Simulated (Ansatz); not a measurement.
CH$_{4}$Cl$_{2}$SiTe, SMILES `[SiH3]C(Cl)(Cl)[TeH]`, relaxed with RKS PBE0-D4/def2-TZVP in the Gaussian-basis code of Ansatz from a PBE-D4/def2-SVP geometry. The force threshold is 0.005 eV/Å; the program also tests the step.

Total charge 0; spin multiplicity 1. Te takes the def2 core potential.

Start:

```xyz
9

Si    0.252    1.153   -0.225
C     0.130   -0.574    0.598
Cl    1.636   -1.493    0.244
Cl   -0.084   -0.353    2.382
Te   -1.687   -1.658   -0.065
H     0.341    0.947   -1.709
H     1.488    1.837    0.284
H    -0.975    1.939    0.129
H    -1.100   -1.798   -1.638
```

Question: By how much does the energy fall, and how many steps does the optimiser take? (Estimate.)

Answer: Ansatz gave: 1.20 kcal/mol, in 9 steps, 1 of them rejected.

Question: Which bonds change most? (Estimate.)

Answer: Ansatz gave: C2–Te5 from 2.217 to 2.168 Å; C2–Cl4 from 1.810 to 1.782 Å; Te5–H9 from 1.685 to 1.660 Å; C2–Cl3 from 1.799 to 1.775 Å.

Question: Give the relaxed structure. (Best estimate.)

Answer: Ansatz gave: 
```xyz
9

Si    0.246    1.134   -0.227
C     0.128   -0.572    0.595
Cl    1.617   -1.478    0.261
Cl   -0.083   -0.347    2.351
Te   -1.644   -1.634   -0.064
H     0.326    0.917   -1.692
H     1.469    1.811    0.271
H    -0.969    1.904    0.130
H    -1.090   -1.734   -1.625
```
